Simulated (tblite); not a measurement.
Calculated harmonic vibrations of the isolated species, GFN2-xTB (tblite), most abundant isotopes, no scaling. The method is semi-empirical: single wavenumbers can be off by several per cent or more. Modes of hydrogen on silicon can be 10 to 20 % off. One conformer each. Open shells enter through the occupations alone, without spin polarisation, and single modes of such species can be off by tens of per cent. Thermal functions are those of the rigid rotor and harmonic oscillator, without mixing of conformers.

Task: Order these by their zero-point energy, highest first (kcal/mol).
A. `O=C[C@@H]1CCO[C@H](CF)O1`
B. `FC(F)(F)[C@@H](Cl)[C@H]1CC[SiH2]1`
C. `C[C@@H](F)/C=C\[C@@H](F)C(F)F`
D. `C#C[C]([SiH3])CC[SiH3]` [radical]
E. `F[SiH2][C@]1(C[C@H](C1)Cl)C(F)F`
F. `FC(F)[C@@]1(F)CC[C@H](F)C1`

Result: A (91.4), F (84.0), C (81.8), D (79.1), E (76.0), B (75.3).

| SMILES | atoms | mass (u) | symmetry number | modes under 300 cm⁻¹ | ZPE (kcal/mol) | S translation (cal/(mol K)) | S rotation | S vibration | S spin | S | Cp |
| --- | --- | --- | --- | --- | --- | --- | --- | --- | --- | --- | --- |
| O=C[C@@H]1CCO[C@H](CF)O1 | 19 | 148.05 | 1 | 7 | 91.4 | 40.9 | 29.9 | 28.7 | 0.0 | 99.6 | 37.1 |
| FC(F)[C@@]1(F)CC[C@H](F)C1 | 18 | 156.06 | 1 | 5 | 84.0 | 41.1 | 29.6 | 25.6 | 0.0 | 96.2 | 36.5 |
| C[C@@H](F)/C=C\[C@@H](F)C(F)F | 18 | 156.06 | 1 | 8 | 81.8 | 41.1 | 30.0 | 34.7 | 0.0 | 105.8 | 39.8 |
| C#C[C]([SiH3])CC[SiH3] | 18 | 127.04 | 1 | 8 | 79.1 | 40.5 | 29.3 | 35.7 | 1.4 | 106.9 | 43.2 |
| F[SiH2][C@]1(C(F)F)C[C@H](Cl)C1 | 18 | 188.00 | 1 | 8 | 76.0 | 41.6 | 30.9 | 35.7 | 0.0 | 108.2 | 42.4 |
| FC(F)(F)[C@@H](Cl)[C@H]1CC[SiH2]1 | 18 | 188.00 | 1 | 7 | 75.3 | 41.6 | 30.4 | 33.8 | 0.0 | 105.9 | 42.9 |

Entropies and Cp are for 298.15 K and 1 bar.
